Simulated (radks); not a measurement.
Task: The rhenium ion Re21+, configuration [Kr] 4d10 4f8. All-electron calculation, Dirac Kohn-Sham, relativistic LDA (MacDonald-Vosko exchange, VWN5 correlation), spin-unpolarised, spherical densities, finite nucleus; open shells fill j = l - 1/2 first; Fermi nuclear charge, rms radius 5.3698 fm. Program: a radial shooting solver on a logarithmic mesh with Libxc functionals. Some entries of the table are withheld. Estimate them.

| orbital | occ. | eigenvalue (eV) | <r^2> (bohr^2) | <r> (bohr) |
|---|---|---|---|---|
| 1s1/2 | 2 | -71610.41 | 0.0004520 | 0.01812 |
| 2s1/2 | 2 | -12898.22 | 0.006872 | 0.07589 |
| 2p1/2 | 2 | -12380.03 | 0.004893 | 0.06269 |
| 2p3/2 | 4 | -10958.81 | 0.006087 | 0.07072 |
| 3s1/2 | 2 | -3427.834 | 0.04469 | 0.1974 |
| 3p1/2 | 2 | (1) | 0.04089 | 0.1873 |
| 3p3/2 | 4 | (2) | 0.04737 | 0.2021 |
| 3d3/2 | 4 | -2488.709 | 0.03657 | 0.1765 |
| 3d5/2 | 6 | -2421.127 | 0.03835 | 0.1811 |
| 4s1/2 | 2 | -1141.175 | (3) | 0.4320 |
| 4p1/2 | 2 | (4) | 0.2138 | 0.4338 |
| 4p3/2 | 4 | (5) | 0.2430 | 0.4630 |
| 4d3/2 | 4 | (6) | 0.2503 | 0.4666 |
| 4d5/2 | 6 | (7) | 0.2597 | 0.4756 |
| 4f5/2 | 6 | -576.4073 | 0.2627 | 0.4747 |
| 4f7/2 | 2 | -572.9220 | 0.2670 | 0.4788 |

Result: 
(1) 3p1/2 eigenvalue (eV): -3194.198
(2) 3p3/2 eigenvalue (eV): -2884.607
(3) 4s1/2 <r^2> (bohr^2): 0.2104
(4) 4p1/2 eigenvalue (eV): -1042.389
(5) 4p3/2 eigenvalue (eV): -964.7528
(6) 4d3/2 eigenvalue (eV): -800.7155
(7) 4d5/2 eigenvalue (eV): -785.5099
